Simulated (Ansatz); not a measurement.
def2 core potentials replace the inner electrons of Sn.

Computed with Ansatz (a program for electronic structure) with frozen-core CCSD(T)/def2-SVP // PBE0-D3(BJ)/def2-SVP.

Ansatz 0.2 input:
```yaml
crystal:
  periodic: [false, false, false]
  atoms:
    - { symbol: C, position_ang: [-2.119498, 2.24653, -1.132503] }
    - { symbol: O, position_ang: [-0.843182, 1.672122, -1.215494] }
    - { symbol: Sn, position_ang: [-0.306105, 0.136784, -0.090444] }
    - { symbol: O, position_ang: [-0.982423, -1.554385, -0.888743] }
    - { symbol: C, position_ang: [-2.235077, -1.611564, -1.509196] }
    - { symbol: O, position_ang: [-1.383703, 0.408361, 1.559849] }
    - { symbol: C, position_ang: [-1.791544, -0.672529, 2.349859] }
    - { symbol: C, position_ang: [1.844643, 0.025466, 0.088407] }
    - { symbol: C, position_ang: [2.328244, 1.332234, 0.708503] }
    - { symbol: C, position_ang: [2.393052, -0.158089, -1.323919] }
    - { symbol: C, position_ang: [2.179131, -1.17261, 0.971797] }
    - { symbol: H, position_ang: [-2.851157, 1.726128, -1.780584] }
    - { symbol: H, position_ang: [-2.061291, 3.293786, -1.476212] }
    - { symbol: H, position_ang: [-2.526219, 2.250694, -0.105058] }
    - { symbol: H, position_ang: [-2.322105, -0.915657, -2.365832] }
    - { symbol: H, position_ang: [-3.071157, -1.390857, -0.816268] }
    - { symbol: H, position_ang: [-2.393502, -2.632612, -1.897163] }
    - { symbol: H, position_ang: [-2.07691, -1.563534, 1.758796] }
    - { symbol: H, position_ang: [-1.007826, -0.989943, 3.066086] }
    - { symbol: H, position_ang: [-2.672411, -0.370879, 2.942896] }
    - { symbol: H, position_ang: [2.054936, 2.203224, 0.093256] }
    - { symbol: H, position_ang: [1.918386, 1.485886, 1.719046] }
    - { symbol: H, position_ang: [3.42987, 1.314615, 0.795179] }
    - { symbol: H, position_ang: [3.495475, -0.228509, -1.284871] }
    - { symbol: H, position_ang: [2.136839, 0.690262, -1.977366] }
    - { symbol: H, position_ang: [2.015069, -1.079283, -1.793499] }
    - { symbol: H, position_ang: [1.797964, -2.115331, 0.549748] }
    - { symbol: H, position_ang: [3.276498, -1.26788, 1.06327] }
    - { symbol: H, position_ang: [1.774103, -1.062327, 1.990159] }
basis:
  gaussian: { orbitals: def2-SVP }
correlation:
  method: ccsd_t
```

Output:

```
Functional definition: HF
2691 factors; integrals over basis functions are off by at most 1.3e-3 eV
mean field evaluation 1: about -19396.2025 eV, gradient 5.8e1 eV
mean field evaluation 2: about -19396.5440 eV, gradient 5.8e1 eV
mean field evaluation 4: about -19404.4631 eV, gradient 6.5e0 eV
mean field evaluation 8: about -19404.6044 eV, gradient 1.2e-1 eV
mean field evaluation 16: about -19402.1451 eV, gradient 3.3e1 eV
mean field -19404.60444208 eV, -713.1060603331 hartree, gradient 1.3e-6 eV, S^2 0.000000; 0 other end points of the search recorded, 0 dependent functions left out
14 core orbitals not correlated
reference -19404.60444208 eV, -713.1060603331 hartree; 39, 39 occupied and 203, 203 virtual orbitals, 2691 factors
second order -45.89082937 eV of doubles, -0.00000000 eV of singles
cycle   1  -47.35777365 eV  change    -1.5e0 eV  update   1.6e-1
cycle   2  -48.58253769 eV  change    -1.2e0 eV  update   4.8e-2
cycle   3  -48.91958444 eV  change   -3.4e-1 eV  update   2.6e-2
cycle   4  -48.91958856 eV  change   -4.1e-6 eV  update   6.1e-3
cycle   5  -48.91790856 eV  change    1.7e-3 eV  update   3.0e-3
cycle   6  -48.91917989 eV  change   -1.3e-3 eV  update   1.0e-3
cycle   7  -48.91858082 eV  change    6.0e-4 eV  update   4.3e-4
cycle   8  -48.91837237 eV  change    2.1e-4 eV  update   1.3e-4
cycle   9  -48.91839018 eV  change   -1.8e-5 eV  update   5.2e-5
perturbative correction -1.43332231 eV, -0.0526736235 hartree
Total energy: -19454.95615457 eV, -714.9564516375 hartree
```

Cost: about 29 core-minutes (a rough figure).
